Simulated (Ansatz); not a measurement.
Reaction (redistribution): `C[NH][Ge]([Cl])([NH]C)[NH]C` + `CO[SiH](Cl)I` → `C[NH][Ge]([NH]C)([NH]C)[O]C` + `Cl[SiH](Cl)I`

Gas-phase electronic energies from Ansatz, PBE0-D4/def2-TZVP geometries. CBS: MP2 limit from def2 TZ/QZ plus the TZ coupled-cluster correction, frozen cores. DFT in def2-TZVPP. Elements past krypton have def2 core potentials. For Ge, I outer-core shells are correlated without core-valence functions, which leaves a few kJ/mol of doubt a bond. Scalar relativity is left out up to krypton. One conformer a species, not always the lowest.

(1) Is it downhill or uphill in electronic energy at CCSD(T)/CBS, and by how much? (An estimate is asked.)

(2) What do these levels give: PBE-D4, r2SCAN-D4, ωB97X-V, ωB97M-V, MP2/def2-TZVPP, MP2/CBS(def2)? (An estimate is asked.)

Largest T1 diagnostic among the species: 0.011.

## Answers

(1) The calculation gave: Uphill: ΔE = +50.2 kJ/mol.

(2) Ansatz gave: PBE-D4 47.3, r2SCAN-D4 50.7, ωB97X-V 51.2, ωB97M-V 51.9, MP2/def2-TZVPP 49.7, MP2/CBS(def2) 50.6 kJ/mol.

In def2-TZVPP, CCSD(T) changes the Hartree–Fock value by −14.4 kJ/mol (the triples alone add −1.7 kJ/mol) and MP2 by −14.0 kJ/mol.
